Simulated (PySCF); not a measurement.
## Magnetic susceptibility: `[H]/P=C(/F)C(C)(C)C`, C₅H₁₀FP

Geometry (Å), atoms numbered from 1 in this order:
```xyz
17

C    -0.684    0.089    1.448
C    -0.098   -0.050    0.036
C    -1.118   -0.735   -0.885
C     0.243    1.331   -0.517
C     1.113   -0.943    0.126
F     0.790   -2.168    0.619
P     2.740   -0.765   -0.240
H     0.035    0.568    2.111
H    -1.586    0.695    1.419
H    -0.934   -0.886    1.858
H    -2.025   -0.138   -0.944
H    -1.377   -1.721   -0.507
H    -0.710   -0.846   -1.888
H     0.958    1.841    0.126
H     0.652    1.256   -1.523
H    -0.661    1.935   -0.563
H     2.655    0.549   -0.687
```

Method used: PySCF, GIAO B3LYP/pcSseg-1 magnetisability, rotational g tensor and spin-rotation constants, non-relativistic, gas phase. Geometry: GFN2-xTB.

Q: What are the magnetisability and the molar susceptibility?

A: Isotropic -1314 × 10⁻³⁰ J/T², or -79.1 × 10⁻⁶ cm³/mol; principal values -1443, -1297, -1202 × 10⁻³⁰ J/T², anisotropy 210 × 10⁻³⁰ J/T² (root of half the summed squared differences of the principal values). The susceptibility is in cgs units.

Q: Split it along the inertial axes a, b, c into diamagnetic and paramagnetic parts about the centre of mass, with the quadrupole moment.

A: 
| axis | χ (10⁻⁶ cm³/mol) | diamagnetic (10⁻⁶ cm³/mol) | paramagnetic (10⁻⁶ cm³/mol) | summed x² of all electrons (Å²) | quadrupole Θ (D Å) |
| --- | --- | --- | --- | --- | --- |
| a | -77.3 | -534.9 | 457.6 | 147.2 | -1.56 |
| b | -73.2 | -824.2 | 751.0 | 79.0 | +0.46 |
| c | -86.9 | -960.0 | 873.1 | 47.0 | +1.11 |

Anisotropies 2χaa − χbb − χcc = +5.5 and 2χbb − χaa − χcc = +17.8 × 10⁻⁶ cm³/mol. Θ is traceless in Buckingham's convention.

Q: And the rotational g tensor?

A: 
```tsv
axis	rotational constant (GHz)	g	nuclear part	electronic part
a	2.9015	-0.0197	0.6041	-0.6238
b	1.6722	-0.0155	0.5745	-0.5900
c	1.3820	-0.0042	0.5627	-0.5669
```
Asymmetric top; isotopes 12C, 19F, 1H, 31P; no vibrational averaging.
